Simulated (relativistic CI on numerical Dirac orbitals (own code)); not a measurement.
## Line list: Electric-dipole lines, La⁴⁹⁺

Calculated at this level of theory: Dirac-Coulomb-Breit CI, separate exchange-only KLI orbitals for each configuration, model QED (radiative potential, 1s self-energy scaled to tabulated hydrogen-like ionisation energies), unscaled Slater integrals (own radial code, finite nucleus).

Configuration list (outside the closed core 1s2): 2s²2p⁴, 2s2p⁵, 2p⁶, 2p⁵3s, 2p⁵3p, 2p⁵3d, 2s²2p³3s, 2s²2p³3p, 2s²2p³3d, 2s2p⁴3s, 2s2p⁴3p, 2s2p⁴3d, 2s²2p³4s, 2s²2p³4p, 2s²2p³4d, 2s²2p³4f, 2s2p⁴4s, 2s2p⁴4p, 2s2p⁴4d, 2s²2p²3s², 2s2p⁴4f, 2s²2p²3s3p, 2s²2p³5s, 2s²2p³5p, 2s²2p³5d, 2s²2p²3s3d, 2s²2p²3p², 2s²2p³5f, 2s²2p³5g, 2s²2p²3p3d, 2s2p³3s², 2s²2p²3d², 2s2p³3s3p, 2s2p³3s3d, 2s2p³3p², 2s2p⁴5s. Levels of other configurations are missing.

```
λ vac (Å)               Lower                Upper   A (s⁻¹)        gf  Branching (%)
   2.1573      2s²2p⁴ ¹D2 [4]  2s²2p³3d ¹F°3 [135]  5.90e+14  2.88e+00          100.0
   2.1614      2s²2p⁴ ³P2 [1]   2s²2p³3d ³F°3 [57]  4.25e+14  2.08e+00           99.8
   2.1647      2s2p⁵ ³P°2 [5]    2s2p⁴3d ³D3 [171]  3.98e+14  1.96e+00           99.6
   2.1651      2s2p⁵ ³P°2 [5]    2s2p⁴3d ³P2 [170]  5.50e+14  1.93e+00           99.3
   2.3046      2s²2p⁴ ³P1 [3]   2s²2p³3d ³P°2 [77]  3.67e+14  1.46e+00           78.6
   2.3107      2s²2p⁴ ¹D2 [4]   2s²2p³3d ³F°3 [78]  4.50e+14  2.52e+00           99.7
   2.3125      2s²2p⁴ ³P0 [7]  2s²2p³3d ³D°1 [142]  9.35e+14  2.25e+00           94.0
   2.3133      2s2p⁵ ³P°2 [5]    2s2p⁴3d ³D3 [115]  4.28e+14  2.40e+00           99.5
   2.3167      2s²2p⁴ ³P2 [1]   2s²2p³3d ³D°3 [25]  7.41e+14  4.17e+00          100.0
   2.3180      2s²2p⁴ ¹D2 [4]   2s²2p³3d ¹D°2 [75]  5.90e+14  2.38e+00           99.0
   2.3183      2s²2p⁴ ³P1 [3]   2s²2p³3d ³D°2 [72]  4.93e+14  1.99e+00           95.2
   2.3187      2s2p⁵ ³P°1 [9]    2s2p⁴3d ³D2 [192]  7.66e+14  3.09e+00           98.6
   2.3193      2s²2p⁴ ¹D2 [4]   2s²2p³3d ¹F°3 [74]  4.42e+14  2.50e+00           98.6
   2.3223      2s²2p⁴ ³P2 [1]   2s²2p³3d ³D°2 [24]  3.37e+14  1.36e+00          100.0
   2.3294      2s2p⁵ ¹P°1 [6]    2s2p⁴3d ¹D2 [121]  7.10e+14  2.89e+00           95.7
   2.3396      2s2p⁵ ³P°2 [5]    2s2p⁴3d ³D3 [105]  3.59e+14  2.06e+00           99.6
   7.0905  2s²2p³3d ³D°2 [19]   2s²2p³4f ³F3 [237]  7.03e+13  3.71e+00           76.2
   7.1080  2s²2p³3d ³F°3 [20]   2s²2p³4f ³G4 [239]  8.13e+13  5.54e+00           89.4
   7.1988  2s²2p³3d ³F°4 [23]   2s²2p³4f ³G5 [243]  8.94e+13  7.64e+00           99.8
   7.2924  2s²2p³3d ³D°3 [25]   2s²2p³4f ³F4 [241]  7.99e+13  5.73e+00           88.8
```

Terms are leading LS components. Brackets give the number of a level in order of energy, since labels repeat. The list gives strong lines, with weight on those to low levels, without lines whose two gauges differ by over a factor of 2.5, among the lowest 400 of 1493 levels, so that lines to higher ones, which can be the strongest, are missing. Levels whose partners in the same complex of configurations lie outside the list can be far off, and so can their lines. Rates are taken at the computed energies, electric ones in the length gauge.

At this charge energies of transitions that change n are usually good to better than 1 %, and those within a shell (Δn = 0) to a few per cent.

LS names give the leading component of a level, which can be under half, so a name can repeat, a term be missing and a line seem to break the LS rules.
